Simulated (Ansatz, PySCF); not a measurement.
Constitutional and geometric isomers with formula H4Cl2Si2. Gas-phase values, no solvent. One relaxed conformer stands for each flexible species; it need not be the lowest. Strings in code marks are SMILES.

Quantity: vertical ionisation energy (energy after one electron is removed minus that of the parent at the parent's geometry), in eV.

Level 1: frozen-core MP2/cc-pVTZ // B3LYP-D3(BJ)/def2-TZVP (Ansatz, an electronic-structure program)
Level 2: PBE/6-31G* // B3LYP-D3(BJ)/def2-TZVP (PySCF)
Level 3: minus the HOMO energy of HF/STO-3G // B3LYP-D3(BJ)/def2-TZVP (PySCF)
Level 4: minus the HOMO energy of TPSSh-D3(BJ)/def2-TZVP // B3LYP-D3(BJ)/def2-TZVP (PySCF)

| species | level 1 | level 2 | level 3 | level 4 |
|---|---|---|---|---|
| `[SiH3][SiH](Cl)Cl` | 10.53 | 9.87 | 9.28 | 7.72 |
| `Cl[SiH2][SiH2]Cl` (Cl–Si–Si–Cl torsion 180°) | 10.44 | 9.74 | 9.18 | 7.62 |
